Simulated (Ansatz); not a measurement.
Ansatz (an electronic-structure program) input file for B(CCH)(Cl)(F) (C2HBClF), SMILES FB(Cl)C#C, PBE-D3(BJ)/def2-SVP. 

Ansatz 0.2 input:
```yaml
crystal:
  periodic: [false, false, false]
  atoms:
    - {symbol: B, position_ang: [0.37462193, -0.06008204, -0.00000000]}
    - {symbol: C, position_ang: [-0.10849726, 1.37461375, -0.00000000]}
    - {symbol: C, position_ang: [-0.51743621, 2.50688088, 0.00000000]}
    - {symbol: H, position_ang: [-0.87078376, 3.49769678, -0.00000000]}
    - {symbol: Cl, position_ang: [-0.72113718, -1.37916666, 0.00000000]}
    - {symbol: F, position_ang: [1.66806744, -0.33782457, 0.00000000]}
basis:
  gaussian:
    orbitals: def2-SVP
hamiltonian:
  xc: pbe
  dispersion: d3bj
relax: {f_tol: 0.002, max_steps: 200}
```

It prints:

```
WARN ansatz: RAYON_NUM_THREADS=1 ignored (pool sized by the plan → 1); use --threads N
Functional definition: PBE
integrals: 0.03 GiB planned
871 factors; their error is unknown
mean field: 0.17 GiB planned
mean field evaluation 1: about -17981.6175 eV, gradient 4.7e1 eV
mean field evaluation 2: about -17974.9262 eV, gradient 7.0e1 eV
mean field evaluation 4: about -17987.2966 eV, gradient 9.7e0 eV
mean field evaluation 8: about -17987.5155 eV, gradient 1.0e-1 eV
mean field evaluation 16: about -17987.4792 eV, gradient 4.3e-5 eV
mean field -17987.47916520 eV, -661.0276669700 hartree, gradient 4.3e-5 eV, S^2 0.000000; 0 other end points of the search recorded, 0 dependent functions left out
the calculation of the forces begins
reference -17987.47919353 eV, -661.0276680108 hartree; 22, 22 occupied and 57, 57 virtual orbitals, 871 factors
relax step   1: F+E_penalty+E_count = -17987.59404697 eV  Δ(F+E_penalty+E_count) = +0.000e0 eV  max|allowed force component| = 2.053e0 eV/Å  Δτ_max = 0.0000 Å  (27 SCF iters, accepted)
these checks for a lower state are left out or cut short: starts, cluster_reference, orbital_swaps, neighbouring_geometries, increment
integrals: 0.03 GiB planned
871 factors; their error is unknown
mean field: 0.17 GiB planned
mean field -17987.55151455 eV, -661.0303257595 hartree, gradient 7.4e-6 eV, S^2 0.000000; 0 other end points of the search recorded, 0 dependent functions left out
the calculation of the forces begins
reference -17987.55154314 eV, -661.0303268101 hartree; 22, 22 occupied and 57, 57 virtual orbitals, 871 factors
relax step   2: F+E_penalty+E_count = -17987.66542231 eV  Δ(F+E_penalty+E_count) = -7.138e-2 eV  max|allowed force component| = 4.644e-1 eV/Å  Δτ_max = 0.0406 Å  (30 SCF iters, accepted)
these checks for a lower state are left out or cut short: starts, cluster_reference, orbital_swaps, neighbouring_geometries, increment
integrals: 0.03 GiB planned
871 factors; their error is unknown
mean field: 0.17 GiB planned
mean field evaluation 32: about -17987.5606 eV, gradient 1.8e-5 eV
mean field -17987.56064023 eV, -661.0306611220 hartree, gradient 1.8e-5 eV, S^2 0.000000; 0 other end points of the search recorded, 0 dependent functions left out
the calculation of the forces begins
reference -17987.56066891 eV, -661.0306621759 hartree; 22, 22 occupied and 57, 57 virtual orbitals, 871 factors
relax step   3: F+E_penalty+E_count = -17987.67420103 eV  Δ(F+E_penalty+E_count) = -8.779e-3 eV  max|allowed force component| = 1.374e-1 eV/Å  Δτ_max = 0.0167 Å  (29 SCF iters, accepted)
these checks for a lower state are left out or cut short: starts, cluster_reference, orbital_swaps, neighbouring_geometries, increment
integrals: 0.03 GiB planned
871 factors; their error is unknown
mean field: 0.17 GiB planned
mean field -17987.56115588 eV, -661.0306800717 hartree, gradient 4.8e-6 eV, S^2 0.000000; 0 other end points of the search recorded, 0 dependent functions left out
the calculation of the forces begins
reference -17987.56118457 eV, -661.0306811260 hartree; 22, 22 occupied and 57, 57 virtual orbitals, 871 factors
relax step   4: F+E_penalty+E_count = -17987.67468797 eV  Δ(F+E_penalty+E_count) = -4.869e-4 eV  max|allowed force component| = 4.928e-2 eV/Å  Δτ_max = 0.0030 Å  (31 SCF iters, accepted)
these checks for a lower state are left out or cut short: starts, cluster_reference, orbital_swaps, neighbouring_geometries, increment
integrals: 0.03 GiB planned
871 factors; their error is unknown
mean field: 0.17 GiB planned
mean field -17987.56120460 eV, -661.0306818621 hartree, gradient 1.6e-5 eV, S^2 0.000000; 0 other end points of the search recorded, 0 dependent functions left out
the calculation of the forces begins
reference -17987.56123329 eV, -661.0306829164 hartree; 22, 22 occupied and 57, 57 virtual orbitals, 871 factors
relax step   5: F+E_penalty+E_count = -17987.67476039 eV  Δ(F+E_penalty+E_count) = -7.242e-5 eV  max|allowed force component| = 6.601e-3 eV/Å  Δτ_max = 0.0022 Å  (23 SCF iters, accepted)
these checks for a lower state are left out or cut short: starts, cluster_reference, orbital_swaps, neighbouring_geometries, increment
integrals: 0.03 GiB planned
871 factors; their error is unknown
mean field: 0.17 GiB planned
mean field -17987.56121611 eV, -661.0306822850 hartree, gradient 3.8e-5 eV, S^2 0.000000; 0 other end points of the search recorded, 0 dependent functions left out
the calculation of the forces begins
reference -17987.56124480 eV, -661.0306833393 hartree; 22, 22 occupied and 57, 57 virtual orbitals, 871 factors
relax step   6: F+E_penalty+E_count = -17987.67476550 eV  Δ(F+E_penalty+E_count) = -5.107e-6 eV  max|allowed force component| = 6.176e-3 eV/Å  Δτ_max = 0.0005 Å  (20 SCF iters, accepted)
these checks for a lower state are left out or cut short: starts, cluster_reference, orbital_swaps, neighbouring_geometries, increment
integrals: 0.03 GiB planned
871 factors; their error is unknown
mean field: 0.17 GiB planned
mean field -17987.56122121 eV, -661.0306824725 hartree, gradient 3.1e-5 eV, S^2 0.000000; 0 other end points of the search recorded, 0 dependent functions left out
the calculation of the forces begins
reference -17987.56124990 eV, -661.0306835269 hartree; 22, 22 occupied and 57, 57 virtual orbitals, 871 factors
relax step   7: F+E_penalty+E_count = -17987.67476745 eV  Δ(F+E_penalty+E_count) = -1.955e-6 eV  max|allowed force component| = 3.197e-4 eV/Å  Δτ_max = 0.0005 Å  (19 SCF iters, accepted)
integrals: 0.03 GiB planned
871 factors; their error is unknown
mean field: 0.17 GiB planned
mean field evaluation 64: about -17987.4973 eV, gradient 6.9e0 eV
mean field -17987.56122121 eV, -661.0306824725 hartree, gradient 3.1e-5 eV, S^2 0.000000; 1 other end points of the search recorded, 0 dependent functions left out
the calculation of the forces begins
reference -17987.56124990 eV, -661.0306835269 hartree; 22, 22 occupied and 57, 57 virtual orbitals, 871 factors
Total energy: -17987.67479614 eV, -661.0348562743 hartree
Atom 0 at     0.390972    -0.070131    -0.000008 Å, force    -0.000293     0.000203     0.000089 eV/Å
Atom 1 at    -0.105967     1.368517    -0.000003 Å, force     0.000009     0.000202    -0.000032 eV/Å
Atom 2 at    -0.521409     2.524511     0.000000 Å, force     0.000166     0.000060    -0.000002 eV/Å
Atom 3 at    -0.886786     3.543692     0.000003 Å, force    -0.000163    -0.000002     0.000002 eV/Å
Atom 4 at    -0.743802    -1.417338     0.000003 Å, force     0.000173    -0.000143    -0.000025 eV/Å
Atom 5 at     1.691828    -0.347133     0.000005 Å, force     0.000107    -0.000320    -0.000033 eV/Å
Dipole moment:    -0.151041     0.324382    -0.000004 e Å
```

Self-consistency was reached.

Cost: very roughly 7 core-seconds.
